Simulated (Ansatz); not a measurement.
Molecule: sum formula Si₂H₅Cl, net charge 0, singlet state. 
Structure (B3LYP-D3(BJ)/def2-TZVP (Ansatz, a program for electronic structure) minimum search):
```
Si
H 1 1.4800
H 1 1.4800 2 108.86
Cl 1 2.0783 2 107.66 3 116.43
Si 1 2.3421 2 111.94 3 -124.28
H 5 1.4812 1 109.60 2 -178.82
H 5 1.4812 6 109.49 1 -120.26
H 5 1.4837 6 109.27 7 -119.64
```

Basis-set convergence of Hartree-Fock and CCSD correlation energies (hartree) with Ansatz. Cores are frozen in the correlated levels unless marked. No spin-orbit coupling. No relativistic terms.

| basis | functions | E(HF) | E(corr, CCSD) |
|---|---|---|---|
| cc-pV(D+d)Z | 94 | -1040.33150 | -0.39798 |
| cc-pV(T+d)Z | 187 | -1040.37350 | -0.49960 |
| cc-pV(Q+d)Z | 342 | -1040.38420 | -0.53363 |
| cc-pV(5+d)Z | 575 | -1040.38607 | -0.54442 |

Extrapolating the two largest sets (X = 4 and 5) as X^-3: E(corr) = (125·(-0.54442) - 64·(-0.53363))/61 = -0.5557 Eh, an estimate of the basis-set limit. The largest set recovers 98.0 % of it, the smallest 71.6 %.
